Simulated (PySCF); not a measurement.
## Frontier orbitals and the lowest excitations

Species: C3H10Si3.
Geometry (PBE0-D3(BJ)/def2-SVP, Å), atoms numbered from 1 in this order:
```xyz
16
C3H10Si3 angstrom
C      3.4210   -0.6563    0.3481
C      2.0149   -0.5488    0.0089
C      0.8330   -0.4614   -0.2807
Si    -0.9430   -0.2760   -0.6662
Si    -2.2048   -0.9708    1.1862
Si    -1.3760    1.9816   -1.1345
H      3.8974    0.3363    0.3756
H      3.9591   -1.2688   -0.3916
H      3.5550   -1.1238    1.3361
H     -1.2998   -1.1123   -1.8560
H     -1.8612   -0.1241    2.3700
H     -1.9274   -2.4022    1.5169
H     -3.6648   -0.8160    0.8953
H     -2.8294    2.1744   -1.4357
H     -0.5739    2.4476   -2.3070
H     -1.0207    2.8117    0.0576
```

The calculation used TDDFT wB97X-D/def2-SVPD, vertical, gas phase, core orbitals frozen in the response (PySCF 2.14.0, density-fitted response routines).

Kohn–Sham orbitals with the atoms that hold most of them (Löwdin shares over 4%, at most four atoms; ? is withheld):

```tsv
orbital	ε (eV)	atoms
LUMO+2	1.64	Si4 22%, Si5 14%, Si6 14%, C3 11%
LUMO+1	1.53	Si4 18%, C2 17%, C3 16%, Si5 12%
LUMO	?	?
HOMO	-8.99	?
HOMO-1	-9.45	C3 33%, C2 31%, Si4 10%, H10 6%
HOMO-2	-10.50	C3 24%, C2 18%, Si4 17%, Si6 11%
HOMO-3	-10.88	Si4 24%, C3 14%, Si6 13%, Si5 13%
```

(1) Give the leading atoms of the LUMO.

(2) Give the leading atoms of the HOMO.

(3) What is the LUMO energy, and the HOMO–LUMO gap?

## Answers

(1) Si4 (bonded to C, 2 Si and H) 20%; Si5 (bonded to Si and 3 H) 18%; Si6 (bonded to Si and 3 H) 18%; H12 (bonded to Si) 8%. By element: silicon 56%, hydrogen 8% or more.

(2) C3 (bonded to C and Si) 21%; C2 (bonded to 2 C) 20%; Si4 (bonded to C, 2 Si and H) 17%; Si6 (bonded to Si and 3 H) 12%. By element: carbon 42% or more, silicon 29% or more.

(3) ε(LUMO) = 1.47 eV; the gap is 10.47 eV (0.3846 hartree).

Q: How does S1 compare with the orbital gap of 10.47 eV?

A: S1 is at 5.69 eV (f = 0.0053), 4.77 eV below the gap, made of HOMO→LUMO (33%), HOMO→LUMO+2 (30%), HOMO-1→LUMO+1 (9%). 

Next come S2 at 5.96 eV (f 0.018), HOMO→LUMO+1 (44%), HOMO-1→LUMO (17%), HOMO-1→LUMO+2 (13%); S3 at 6.00 eV (f 0.0059), HOMO-1→LUMO+1 (69%), HOMO→LUMO+2 (9%); S4 at 6.47 eV (f 0.108), HOMO→LUMO+2 (50%), HOMO→LUMO (36%); S5 at 6.74 eV (f 0.016), HOMO→LUMO+4 (35%), HOMO→LUMO+3 (27%), HOMO→LUMO (13%).

Löwdin shares depend on the basis, the more so with diffuse functions.

On Arm Neoverse V1, one thread, shared host with 32 logical CPUs at a one-minute load of 20, this took 1.9 min wall and 0.96 GiB of memory at its peak.
